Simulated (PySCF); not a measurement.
C4, SMILES [C]1[C+]2[C][C-]12 (connectivity only; charge and spin as stated), neutral, multiplicity 1. Atoms are numbered in the order given.

```xyz
4

C      0.0000     0.7528     0.0000
C      0.0000    -0.7528     0.0000
C      0.0000     0.0000    -1.2457
C      0.0000     0.0000     1.2457
```
Charge 0, spin multiplicity 1.

Geometry: PBE-D3(BJ)/def2-TZVP.

These are PBE-D3(BJ)/def2-TZVP in PySCF values and carry that method's errors.

Harmonic, unscaled wavenumbers; measured fundamentals usually lie a few per cent lower.

Computed harmonic wavenumbers and intensities:
```tsv
mode	ν (cm⁻¹)	IR (km/mol)	moving atoms (share of kinetic energy)
1	146	64.9	C 100 %
2	538	42.7	C 100 %
3	927	0.0	C 100 %
4	1021	0.0	C 100 %
5	1252	0.0	C 100 %
6	1340	229.3	C 100 %
```
